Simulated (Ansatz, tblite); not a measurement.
Cost and result up the ladder for Ge14H24, a nanocrystal cut from cubic germanium (38 atoms). The state is a singlet with charge 0. Geometry: r2SCAN-D4/def2-SVP.

```
atom   x (Å)   y (Å)   z (Å)
 Ge1   4.102  -1.866  -0.829
 Ge2  -3.201  -1.637   2.693
 Ge3   0.364  -1.829   0.822
 Ge4  -2.960  -1.219  -1.244
 Ge5  -0.386   1.775  -0.924
 Ge6   3.347   1.763  -2.584
 Ge7  -3.943   1.922   0.967
 Ge8   2.739  -1.425   1.129
 Ge9   3.545  -0.640  -2.846
Ge10  -0.803  -1.323   2.893
Ge11  -4.122  -0.491   0.760
Ge12   1.910   2.553  -0.796
Ge13  -1.637   2.680   0.953
Ge14  -0.605  -0.643  -1.066
 H15   5.571  -1.554  -0.475
 H16   4.015  -3.374  -1.142
 H17  -3.908  -1.159   3.977
 H18  -3.479  -3.147   2.538
 H19   0.176  -3.338   0.535
 H20  -3.110  -2.744  -1.417
 H21  -3.570  -0.537  -2.485
 H22  -1.007   2.349  -2.220
 H23   4.763   2.333  -2.353
 H24   2.826   2.352  -3.911
 H25  -4.649   2.396   2.255
 H26  -4.670   2.567  -0.231
 H27   3.233  -2.343   2.267
 H28   2.943   0.029   1.593
 H29   4.680  -0.894  -3.861
 H30   2.250  -1.204  -3.457
 H31  -0.256  -2.243   4.005
 H32  -0.498   0.131   3.302
 H33  -5.619  -0.860   0.643
 H34   2.500   2.148   0.568
 H35   1.893   4.095  -0.848
 H36  -0.944   2.270   2.267
 H37  -1.605   4.220   0.871
 H38   0.115  -1.115  -2.350
```

Ansatz on 4 threads of AMD EPYC 7R13 on a shared host and a share (37 GiB) of an NVIDIA H100 80GB HBM3; xTB runs through tblite on one thread. Times are rough, summed over both states, and most runs start from the orbitals of an earlier one. PBE0-D4/def2-TZVP serves as the yardstick here, not as an exact answer. The other state is a doublet.

The xTB rows come from tblite. Single mean-field runs in def2-TZVP are fitted with def2-universal-jkfit.

Raw xTB energies of ions are shifted by several eV.

| level | functions | vertical IE (eV) | difference from PBE0-D4/def2-TZVP (eV) |
| --- | --- | --- | --- |
| GFN2-xTB | 150 | 11.62 | 3.39 |
| GFN1-xTB | 174 | 12.92 | 4.69 |
| revPBE-D4/def2-TZVP (with forces) | 816 | 7.82 | -0.41 |
| PBE-D4/def2-TZVP | 816 | 7.79 | -0.44 |
| PBE0-D4/def2-TZVP (with forces) | 816 | 8.23 | 0.00 |

**Question.** Estimate how long each takes.

**Answer.** GFN2-xTB 0.39 s; GFN1-xTB 0.45 s; PBE-D4/def2-TZVP 18 s; revPBE-D4/def2-TZVP (with forces) 19 s; PBE0-D4/def2-TZVP (with forces) 32 s. On shared hardware such times vary by a factor of up to 3.
